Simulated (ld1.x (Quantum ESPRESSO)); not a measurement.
## Before and after: ultrasoft potential for Ga (Z = 31)

gallium (Ga), ultrasoft, made with ld1.x (Quantum ESPRESSO) 7.5 (PBE, fully relativistic). Core [Ar], reference 3d10 4s1 4p2. Waves: 4s (bound): rcut 1.95, rcutus 2.05 bohr; 4s channel at -0.25 Ry: rcut 1.95, rcutus 2.05 bohr; 4p (bound): rcut 1.75, rcutus 2.10 bohr; 4p channel at 2.05 Ry: rcut 1.75, rcutus 2.10 bohr; 3d (bound): rcut 1.30, rcutus 1.60 bohr; 3d channel at -1 Ry: rcut 1.30, rcutus 1.60 bohr. Local part: all-electron potential smoothed inside 1.75 bohr (lloc = -1). Core correction: Bessel-smoothed model core, default radius (core density twice the valence density). Augmentation charge: PSQ, inside the norm-conserving radii.

Open shells are filled in proportion to 2j + 1 (rel_dist='average').

All-electron outer shells of the reference configuration (PBE, scalar-relativistic, ld1.x):

```tsv
shell	level (eV)	outermost node (bohr)	outermost maximum (bohr)
3s	-150.06	0.27	0.56
3p	-100.79	0.24	0.56
3d	-21.04	–	0.53
4s	-10.04	0.80	1.87
4p	-3.35	0.87	2.47
```

Change: scalar-relativistic.

Cutoffs: the cutoffs (Ry, on a coarse ladder) from which the occupation-weighted sum of valence levels, in a spherical-Bessel basis at the reference potential, stays within 10 and 1 mRy of its value at 400 Ry; they do not see the model core or the augmentation charge, which bear on the density cutoff. Errors are all-electron minus pseudo energies relative to the spin-unpolarised reference configuration.

Q: What does the change do?

A: The potential gets neither clearly harder nor softer (45 Ry and 70 Ry → 45 Ry and 70 Ry); of the 7 tests that both files solve, the error grows in 3 and shrinks in 0 by more than 15 % and 0.3 meV (median size 5.9 → 5.5 meV); neither file shows a bound ghost.

| quantity | base | changed |
| --- | --- | --- |
| cutoff, loose | 45 Ry | 45 Ry |
| cutoff, tight | 70 Ry | 70 Ry |
| bound ghosts | none | none |
| error for 3d10 4s2 4p1, meV [ΔE -6.54 eV] | -5.9 | -5.3 |
| error for 3d10 4s2 4p0, meV [ΔE -0.85 eV] | -5.5 | -5.5 |
| error for 3d10 4s1 4p0, meV [ΔE 20.28 eV] | -1.4 | -3.5 |
| error for 3d10 4s0 4p0, meV [ΔE 51.55 eV] | -48 | -53 |
| error for 3d10 4s0 4p3, meV [ΔE 6.83 eV] | -6.9 | -7.5 |
| error for 3d9 4s2 4p1, meV [ΔE 21.16 eV] | -218 | -308 |
| error for 3d10 4s1 4p1, meV [ΔE 6.52 eV] | 0.0 | -0.7 |
| s: phases at 2.30 bohr within 0.05 rad from the reference energy up to (Ry; the scan ends near 5) | 4.0 | 4.0 |
| lowest overlap eigenvalue by channel | s 0.37, p1/2 0.61, p3/2 0.61, d3/2 0.92, d5/2 1.00 | s 0.37, p 0.61, d 1.00 |
